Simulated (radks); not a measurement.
Excited configurations of Er3+: one electron is placed in a higher orbital outside [Xe] 4f10. The ground configuration is [Xe] 4f11. Calculated with a radial shooting solver on a logarithmic mesh with Libxc functionals: scalar-relativistic Kohn-Sham, PBE, spin-polarised, spherical densities, point nucleus; open shells are filled with parallel spins first (spin-orbit coupling, left out, can overturn this in heavy ions). Excitation = E - E(ground); binding = E(ion) - E, where the ion is the core of charge +4; n* = 4/sqrt(2 binding) in atomic units, and the quantum defect is n - n*.

5d: excitation (eV) 11.130; binding (eV) 32.899; n* 2.572; quantum defect 2.428; <r> (bohr) 1.983
5f: excitation (eV) 29.605; binding (eV) 14.424; n* 3.885; quantum defect 1.115; <r> (bohr) 4.160
6s: excitation (eV) 13.797; binding (eV) 30.232; n* 2.683; quantum defect 3.317; <r> (bohr) 2.846
6p: excitation (eV) 20.133; binding (eV) 23.896; n* 3.018; quantum defect 2.982; <r> (bohr) 3.362
6d: excitation (eV) 27.781; binding (eV) 16.248; n* 3.660; quantum defect 2.340; <r> (bohr) 4.529
7s: excitation (eV) 27.818; binding (eV) 16.211; n* 3.665; quantum defect 3.335; <r> (bohr) 5.237
7d: excitation (eV) 33.868; binding (eV) 10.160; n* 4.629; quantum defect 2.371; <r> (bohr) 7.615
7f: excitation (eV) 37.306; binding (eV) 6.723; n* 5.690; quantum defect 1.310; <r> (bohr) 11.03

The Delta-SCF ionisation energy is 44.029 eV (NIST Atomic Spectra Database: 42.42 eV, semi-empirical). Self-interaction in the functional shifts the binding energies and quantum defects, so they are the method's values and not measured ones. Open shells are spherical and high-spin; term and fine-structure splittings are not resolved. Spin-orbit splitting is averaged out at the scalar-relativistic level.
